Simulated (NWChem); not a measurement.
Molecule: CrNH3S2O; SMILES [NH]=[Cr](=[O])([SH])[SH]

```xyz
8

Cr     0.3669     0.0011     0.0277
O      1.2094    -0.0511     1.3238
N      1.2431     0.0950    -1.3219
H      2.2396     0.1583    -1.5503
S     -0.8558     1.8457    -0.0258
H     -1.3143     1.7640     1.2459
S     -0.8351    -1.8641     0.0028
H     -1.0527    -1.9094    -1.3304
```
Atoms are numbered in this order, from 1.

Computed with NWChem. Medium grid unless said otherwise, to which SCAN and Minnesota functionals are sensitive. Structure relaxed at the B3LYP/6-31G* (spherical d) level. Not confirmed as a minimum by frequencies.

For level M06-L/def2-SVP:

```yaml
orbital gap (eV): 2.02
```

### Question
How do the values read with level MN15-L/def2-SVP instead?

### Answer
| Property | Result |
|---|---|
| orbital gap (eV) | 2.18 |
